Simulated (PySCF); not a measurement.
B(F)(Br)(vinyl) (C2H3BBrF), SMILES C=CB(Br)F.

The structure is a stationary point at PBE-D3(BJ)/def2-SVP. The structure was generated by enumeration, and PubChem lists no compound with its InChIKey, so it may never have been made. Other conformers were not sampled.

The numbers are results of PBE-D3(BJ)/def2-SVP (PySCF), not measurements.

Frequencies are harmonic and unscaled.

```csv
mode,ν (cm⁻¹),IR (km/mol),moving atoms (share of kinetic energy)
1,104,0.0,"C 49 %, H 36 %, F 13 %"
2,167,0.1,"C 47 %, Br 23 %, H 17 %, F 9 %"
3,312,1.5,"F 67 %, Br 21 %"
4,373,0.0,"H 52 %, B 38 %"
5,422,4.0,"C 51 %, H 23 %, B 11 %, F 10 %"
6,521,22.2,"F 32 %, C 32 %, B 19 %, Br 9 %, H 8 %"
7,656,24.9,"B 47 %, H 29 %, C 21 %"
8,933,76.6,"H 63 %, B 21 %, C 14 %"
9,978,22.3,"H 72 %, C 28 %"
10,1004,13.5,"H 92 %, C 8 %"
11,1092,199.2,"B 49 %, H 33 %, C 16 %"
12,1226,49.2,"H 57 %, C 21 %, B 14 %"
13,1311,129.2,"B 45 %, H 27 %, F 17 %, C 11 %"
14,1389,131.2,"H 69 %, C 15 %, B 13 %"
15,1638,51.0,"C 86 %, H 12 %"
16,3060,8.6,H 95 %
17,3075,4.8,"H 92 %, C 8 %"
18,3160,3.3,"H 89 %, C 11 %"
```
